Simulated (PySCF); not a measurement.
Geometry:
```csv
atom,x (Å),y (Å),z (Å)
Si1,-0.408,-1.860,0.322
Cl2,-2.417,-1.612,0.035
Cl3,0.002,-3.850,0.489
S4,0.711,-1.169,-1.361
Si5,-0.148,0.757,-1.694
Cl6,-1.800,0.668,-2.890
Cl7,1.302,1.811,-2.672
S8,-0.802,1.736,0.087
Si9,0.602,1.020,1.528
Cl10,0.336,2.183,3.180
Cl11,2.526,1.214,0.862
S12,0.212,-0.980,2.165
```

Geometry: PBE0-D3(BJ)/def2-SVP; GIAO shifts from PySCF, gas phase, non-relativistic, averaged over equivalent atoms.

At PBE0/pcSseg-1 (288 basis functions):
| atoms | δ (ppm) |
| --- | --- |
| Si1/Si5/Si9 | 33.2 |
| Cl2/Cl3/Cl6/Cl7/Cl10/Cl11 | 195.5 |
| S4/S8/S12 | -13.3 |

δ = σ(ref) − σ, references computed at the same level: ²⁹Si (σref 351.99) vs TMS; ³⁵Cl (σref 943.27) vs HCl; ³³S (σref 495.66) against CS2.

**Question.** What do these become at B3LYP/pcSseg-1?

**Answer.** 
```json
{"atoms": "Si1/Si5/Si9", "δ at B3LYP/pcSseg-1": "36.8", "change": "+3.6"}
{"atoms": "Cl2/Cl3/Cl6/Cl7/Cl10/Cl11", "δ at B3LYP/pcSseg-1": "195.0", "change": "-0.5"}
{"atoms": "S4/S8/S12", "δ at B3LYP/pcSseg-1": "2.7", "change": "+16.0"}
```

Chemical shifts δ = σref − σ; ²⁹Si (337.86 ppm) vs TMS; HCl for ³⁵Cl (930.46 ppm); ³³S (485.41 ppm) against CS2, all at this level.

The largest change is at S4/S8/S12 (sulfur bonded to 2 Si). Cost: 288 basis functions.

The averaged Cl atoms aren't alike in the static structure (σ from 722 to 775 ppm); the average presumes fast exchange among these sites.
